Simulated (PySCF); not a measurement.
Field gradients at the hydrogen positions

Compound: C₆H₁₁P.
Z-matrix (Å and degrees, GFN2-xTB geometry), rows numbered from 1:
```
C 
C   1  1.5267
C   2  1.4709  1  111.50
C   3  1.3089  2  146.75  1    -0.14
P   4  1.8368  3   69.40  2  -178.18
C   5  1.8918  3  100.96  4    94.11
C   6  1.5223  5  111.95  3   -97.03
H   1  1.0875  2  110.33  3   179.72
H   1  1.0877  2  110.45  3   -60.10
H   1  1.0875  2  110.28  3    59.62
H   2  1.0946  1  110.23  3   121.26
H   2  1.0946  1  110.34  3  -120.80
H   4  1.0668  3  145.32  5   176.97
H   6  1.0930  5  107.01  3   142.41
H   6  1.0934  5  109.39  3    25.84
H   7  1.0889  6  110.79  5  -176.61
H   7  1.0885  6  110.47  5   -56.33
H   7  1.0890  6  110.29  5    63.27
```

Level: PBE0/pcSseg-1 (PySCF, non-relativistic); Q(2H) = 0.00286 b; rigid geometry, the same for H and D, with no vibrational averaging.

Question: Rank these positions by the coupling χzz of a deuteron there, largest first.
A. H11 (methylene hydrogen)
B. H9 (methyl hydrogen)
C. H13 (vinylic hydrogen)
D. H14 (methylene hydrogen)

Answer: C (244 kHz), B (211 kHz), D (206 kHz), A (201 kHz).

Q: Give the electric field gradient Vzz (the principal value of largest size), its asymmetry and the 2H coupling at each hydrogen.

A: 
```
atom  bonded to  bond length (Å)  Vzz (au)     η  χzz (kHz)
  H8         C1            1.087    0.3158  0.02        212
  H9         C1            1.088    0.3138  0.02        211
 H10         C1            1.087    0.3139  0.02        211
 H11         C2            1.095    0.2991  0.03        201
 H12         C2            1.095    0.2984  0.02        200
 H13         C4            1.067    0.3630  0.01        244
 H14         C6            1.093    0.3062  0.01        206
 H15         C6            1.093    0.3070  0.02        206
 H16         C7            1.089    0.3146  0.01        211
 H17         C7            1.089    0.3129  0.03        210
 H18         C7            1.089    0.3125  0.02        210
```

Q: How does χzz go with the bond length over the 11 C–H bonds?

A: A straight-line fit has a slope of -15.0 kHz for each 0.01 Å, with a correlation coefficient of -0.99, over lengths from 1.067 to 1.095 Å. The longer bonds have the smaller couplings here.

Q: A static deuteron (I = 1) shows a doublet split by (3/2)χ, (3/4)χ(1 + η) and (3/4)χ(1 − η) with the field along z, y and x of the gradient. What are these for H10?

A: With |χ| = 210.9 kHz and η = 0.023: 316, 162 and 155 kHz, to first order and without motion.

Geometry: GFN2-xTB, one conformer, isolated molecule. GFN2-xTB bond lengths can be off by several hundredths of an ångström, more for odd bonds, and the gradients follow them. A larger basis could move these couplings by a tenth or more.

The run behind these numbers computed NMR shieldings as well. Rough CPU time on one thread of a shared machine: about 90 s (grids of density and orbitals included).
